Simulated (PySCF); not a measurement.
**Diatomics of In with group 15**

PBE0 with triple-zeta basis sets in PySCF, for the lowest determinant that a PBE0 search found; no spin–orbit coupling. De refers to high-spin ground-configuration atoms. A positive dipole means M(−)In(+).

```json
{"M": "N", "basis": "x2c-TZVPPall", "state (unpaired electrons)": "triplet (π ↑↑)", "Re (Å)": "2.211", "ωe (cm⁻¹)": "448", "De (eV)": "1.88", "μ (D)": "2.46"}
{"M": "P", "basis": "def2-TZVPP", "state (unpaired electrons)": "triplet (π ↑↑)", "Re (Å)": "2.644", "ωe (cm⁻¹)": "256", "De (eV)": "1.98", "μ (D)": "2.13"}
{"M": "As", "basis": "cc-pVTZ-PP", "state (unpaired electrons)": "triplet (π ↑↑)", "Re (Å)": "2.746", "ωe (cm⁻¹)": "179", "De (eV)": "1.82", "μ (D)": "1.88"}
{"M": "Sb", "basis": "cc-pVTZ-PP", "state (unpaired electrons)": "triplet (π ↑↑)", "Re (Å)": "2.945", "ωe (cm⁻¹)": "145", "De (eV)": "1.70", "μ (D)": "1.88"}
```

The shortest bond is that of InN (2.211 Å), the longest that of InSb (2.945 Å).

The rows differ in basis set, which adds steps of its own.

Down a group the atoms grow and get heavier, so bonds lengthen and wavenumbers fall; this series shows no clear exception.

These are scalar-relativistic numbers at best; spin–orbit coupling would shift them, the dissociation energy most. States were picked by a PBE0 search and need not be the measured ground states.
